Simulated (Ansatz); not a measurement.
Mo3. Total charge 0; triplet. Geometry PBE-D4/def2-TZVPD, that of the charge -1 doublet.

```xyz
3

Mo   -0.2789   -1.1996    0.4155
Mo    1.0533    0.2651   -0.7142
Mo   -0.7744    0.9345    0.2986
```

In the def2 sets Mo takes a core potential; there is no spin–orbit coupling. At r2SCAN-D4/def2-TZVPD, PBE0-D4/def2-TZVPD the charge 0 triplet is spin-contaminated (final ⟨S²⟩ up to 2.86, 2.00 for a pure state). The structure comes from a short search, and lower isomers may exist.

(1) Estimate the α-spin orbital energies around the gap (eV) in Ansatz with PBE-D4/def2-TZVPD, r2SCAN-D4/def2-TZVPD, PBE0-D4/def2-TZVPD.

Answers

(1) 
```csv
orbital,PBE-D4/def2-TZVPD,r2SCAN-D4/def2-TZVPD,PBE0-D4/def2-TZVPD
HOMO−5,-5.82,-5.45,-6.26
HOMO−4,-5.56,-5.37,-5.91
HOMO−3,-5.52,-4.85,-5.64
HOMO−2,-5.27,-4.69,-5.58
HOMO−1,-3.63,-3.64,-4.25
HOMO,-3.45,-3.15,-3.83
LUMO,-3.26,-2.63,-2.15
LUMO+1,-2.96,-2.20,-1.46
LUMO+2,-2.74,-1.97,-1.43
LUMO+3,-2.56,-1.84,-1.24
LUMO+4,-2.49,-1.75,-1.08
LUMO+5,-2.32,-1.40,-0.69
β HOMO,-4.97,-4.16,-4.82
β LUMO,-2.99,-2.55,-2.00
```
